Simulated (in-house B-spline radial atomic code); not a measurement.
Sb VIII (Sb7+): [Kr] 4d8

Level of theory: non-relativistic LDA PW92, spin-polarised, spherical fractional occupations, point nucleus; calculated with a radial B-spline atomic code at the basis-set limit.

Z_r = [3n² - l(l+1)]/(2<r>); Z_e = n√(-2ε); the last column is Slater's effective charge. Values are occupation-weighted means over spin.

```json
{"shell": "1s", "electrons": "2", "ε (eV)": "-29246", "<r> (bohr)": "0.02984", "Z_r": "50.26", "Z_e": "46.36", "Slater": "50.70"}
{"shell": "2s", "electrons": "2", "ε (eV)": "-4438.3", "<r> (bohr)": "0.1288", "Z_r": "46.60", "Z_e": "36.12", "Slater": "46.85"}
{"shell": "2p", "electrons": "6", "ε (eV)": "-4167.4", "<r> (bohr)": "0.1097", "Z_r": "45.57", "Z_e": "35.00", "Slater": "46.85"}
{"shell": "3s", "electrons": "2", "ε (eV)": "-951.62", "<r> (bohr)": "0.3443", "Z_r": "39.21", "Z_e": "25.09", "Slater": "39.75"}
{"shell": "3p", "electrons": "6", "ε (eV)": "-838.98", "<r> (bohr)": "0.3348", "Z_r": "37.33", "Z_e": "23.56", "Slater": "39.75"}
{"shell": "3d", "electrons": "10", "ε (eV)": "-629.25", "<r> (bohr)": "0.3054", "Z_r": "34.38", "Z_e": "20.40", "Slater": "29.85"}
{"shell": "4s", "electrons": "2", "ε (eV)": "-237.96", "<r> (bohr)": "0.8077", "Z_r": "29.72", "Z_e": "16.73", "Slater": "23.25"}
{"shell": "4p", "electrons": "6", "ε (eV)": "-199.09", "<r> (bohr)": "0.8438", "Z_r": "27.26", "Z_e": "15.30", "Slater": "23.25"}
{"shell": "4d", "electrons": "8", "ε (eV)": "-133.03", "<r> (bohr)": "0.9454", "Z_r": "22.21", "Z_e": "12.51", "Slater": "12.55"}
```

The least bound orbital is 4d down at -131.8 eV, and it is also the most diffuse (<r> = 0.9471 bohr).
